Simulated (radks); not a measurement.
Values are calculated unless marked as measured or tabulated.
The nitrogen anion N3-, [Ne], held by a Watson sphere: a shell of charge +3 at radius R that stands for the Madelung well of a crystal (potential energy -3/R inside, -3/r outside, in hartree with lengths in bohr). Level of theory: scalar-relativistic Kohn-Sham, PBE, spin-unpolarised, spherical densities, point nucleus (a radial shooting solver on a logarithmic mesh with Libxc functionals). Response by self-consistent Sternheimer equations with the Hartree and adiabatic LDA kernel, the relativistic mass of each level held fixed and spin-orbit coupling left out. The sphere does not respond.

R (bohr)	e(1s) (eV)	e(2s) (eV)	e(2p) (eV)	<r> 2p (bohr)	sum of <r^2> (bohr^2)	X-ray form factor at sin(theta)/lambda = 0.1 1/angstrom	alpha (bohr^3)
1.78	-377.34	-19.660	-8.297	1.658	26.10	8.349	16.03
1.93	-377.70	-18.846	-7.739	1.722	28.06	8.249	19.12
2.23	-378.24	-17.434	-6.733	1.846	32.10	8.055	27.05
2.28	-378.30	-17.226	-6.580	1.867	32.79	8.023	28.64
2.82	-378.68	-15.438	-5.178	2.085	40.72	7.697	52.28
3.03	-378.73	-14.937	-4.747	2.170	44.07	7.578	65.46
